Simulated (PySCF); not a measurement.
# Electron correlation in Ar²⁺ (argon, charge +2)

[Ne] 3s2 3p4, high-spin 3P determinant. All numbers are calculated (PySCF 2.14, the non-relativistic Hamiltonian (point nucleus), in def2-TZVP (5s5p2d1f, 37 functions)). Frozen: [Ne]; 6 electrons correlated.

MP2 pair energies summed by pair of shells (mhartree):

| pair | energy | share (%) |
| --- | --- | --- |
| 3p-3p | -60.69 | 47.7 |
| 3s-3p | -57.49 | 45.2 |
| 3s-3s | -9.01 | 7.1 |

Total MP2 correlation energy: -127.19 mhartree.

Same-spin part -29.37 and opposite-spin part -97.82 mhartree; SCS-MP2 scales them by 1/3 and 6/5 to -127.17 mhartree.

```tsv
level	correlation energy (mhartree)
CCSD	-154.27
(T)	-4.07
CCSD(T)	-158.34
```

Diagnostics: T1 = 0.0079, D1 = 0.0257, largest double amplitude 0.058.

Cost of the coupled-cluster step: 0.46 s of wall time on 1 thread of Neoverse-V1 (shared host), for 6 correlated electrons.

Iterations:

```
CC2 = 0
CCSD nocc = (np.int64(4), np.int64(2)), nmo = (32, 32)
frozen orbitals [[0, 1, 2, 3, 4], [0, 1, 2, 3, 4]]
max_cycle = 100
direct = 0
conv_tol = 1e-08
conv_tol_normt = 1e-06
diis_space = 8
diis_start_cycle = 0
Init t2, MP2 energy = -0.127190498500168
Init E_corr(UCCSD) = -0.127190498506672
cycle = 1  E_corr(UCCSD) = -0.147697086348485  dE = -0.0205065878  norm(t1,t2) = 0.0406718
cycle = 2  E_corr(UCCSD) = -0.152243669558796  dE = -0.00454658321  norm(t1,t2) = 0.0132519
cycle = 3  E_corr(UCCSD) = -0.154320592020131  dE = -0.00207692246  norm(t1,t2) = 0.00523917
cycle = 4  E_corr(UCCSD) = -0.15426226199813  dE = 5.8330022e-05  norm(t1,t2) = 0.00060594
cycle = 5  E_corr(UCCSD) = -0.154265579240147  dE = -3.31724202e-06  norm(t1,t2) = 7.56532e-05
cycle = 6  E_corr(UCCSD) = -0.154265298206495  dE = 2.81033651e-07  norm(t1,t2) = 1.26258e-05
cycle = 7  E_corr(UCCSD) = -0.154265572395453  dE = -2.74188957e-07  norm(t1,t2) = 1.75111e-06
cycle = 8  E_corr(UCCSD) = -0.15426549973828  dE = 7.26571729e-08  norm(t1,t2) = 3.99871e-07
cycle = 9  E_corr(UCCSD) = -0.154265504753189  dE = -5.01490949e-09  norm(t1,t2) = 7.72577e-08
UCCSD converged
E(UCCSD) = -525.4522671347187  E_corr = -0.1542655047531894
UCCSD(T) correction = -0.00407448897813564
```
